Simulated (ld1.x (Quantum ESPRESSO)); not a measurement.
## Plane-wave convergence, PAW potential for tin

tin (Sn), PAW, made with ld1.x (Quantum ESPRESSO) 7.5 (LDA (PZ), scalar-relativistic). Core [Kr] 4d10, reference 5s1.5 5p2.5. Waves: 5s (bound): rcut 1.65, rcutus 2.25 bohr; 5s channel at -0.3 Ry: rcut 1.65, rcutus 2.25 bohr; 5p (bound): rcut 2.55, rcutus 2.75 bohr; 5p channel at 0.1 Ry: rcut 2.55, rcutus 2.75 bohr; 5d channel at 0.5 Ry: rcut 2.10, rcutus 2.85 bohr. Local part: all-electron potential smoothed inside 2.05 bohr (lloc = -1). Core correction: Bessel-smoothed model core inside 2.35 bohr. Augmentation charge: PSQ, inside the norm-conserving radii.

The pseudo-atom Hamiltonian at the reference potential is diagonalised in spherical Bessel functions j_l(qr) that vanish at 20 bohr, with q² up to the cutoff. All-electron valence levels (Ry): 5s -0.8278, 5p -0.3078.

Problem. How do the lowest levels (Ry) of each channel move with the cutoff, and are there ghosts?

Solution.

```
cutoff (Ry)     s #1     p #1    p #2    d #1    d #2    f #1  Σ f·Δε (mRy)
          8  -0.8277  -0.3074  0.0242  0.0467  0.1208  0.1071           1.1
         10  -0.8277  -0.3077  0.0242  0.0467  0.1208  0.1071           0.5
         12  -0.8277  -0.3077  0.0242  0.0467  0.1208  0.1071           0.3
         15  -0.8278  -0.3077  0.0242  0.0467  0.1208  0.1071           0.2
        400  -0.8279  -0.3078  0.0242  0.0467  0.1208  0.1071           0.0
```

Result: no extra level below or beside the all-electron valence levels (s, p, d, f tested); 10 mRy is reached at 6 Ry and 1 mRy at 10 Ry.
